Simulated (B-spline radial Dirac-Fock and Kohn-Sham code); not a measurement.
**How the levels of mercury move as electrons are removed**

Model: Dirac-Fock energy differences between relaxed states, corrected for Breit and QED terms. Program: a B-spline atomic structure program. Each ion is free and in its tabulated ground configuration. Electron correlation is not included.

Reference: Hg²¹⁺, [Kr] 4d10 4f13, with 1s 83662.3 eV, 2s 15404.5 eV, 3s 4112.1 eV, 4s 1332.0 eV, 4p1/2 1209.5 eV, Kα1 (K-L3) 70823.4 eV, Kβ1 (K-M3) 80267.0 eV, Lα1 (L3-M5) 9998.7 eV. Shifts from it, in eV (a dash: the subshell is empty, belongs to an open shell averaged over j, or its hole state is left out as unreliable):

```tsv
ion	configuration	1s	2s	3s	4s	4p1/2	Kα1	Kβ1	Lα1
Hg²²⁺	[Kr] 4d10 4f12	+52.2	+53.4	+54.2	+48.2	+47.9	-1.09	-1.77	-0.66
Hg²³⁺	[Kr] 4d10 4f11	+106.0	+108.4	+110.0	+97.5	+96.9	-2.23	-3.55	-1.28
Hg²⁴⁺	[Kr] 4d10 4f10	+161.3	+164.9	+167.2	+147.8	+146.9	-3.44	-5.31	-1.84
Hg²⁵⁺	[Kr] 4d10 4f9	+218.1	+223.1	+226.1	+199.0	+197.9	-4.71	-7.06	-2.35
Hg²⁶⁺	[Kr] 4d10 4f8	+276.4	+282.8	+286.4	+251.2	+249.8	-6.04	-8.78	-2.80
Hg²⁷⁺	[Kr] 4d10 4f7	+336.2	+344.0	+348.2	+304.4	+302.7	-7.43	-10.46	-3.17
Hg²⁸⁺	[Kr] 4d10 4f6	+397.5	+406.9	+411.4	+358.5	+356.5	-8.87	-12.09	-3.46
Hg²⁹⁺	[Kr] 4d10 4f5	+460.2	+471.2	+476.1	+413.4	+411.3	-10.37	-13.66	-3.67
```

Over this range K (1s) moves by +460.2 eV and Kα1 by -10.4 eV: a line is a difference of two levels that shift in the same direction.

Values without a named source are computed, but for edge energies of neutral atoms, which are taken from tables.
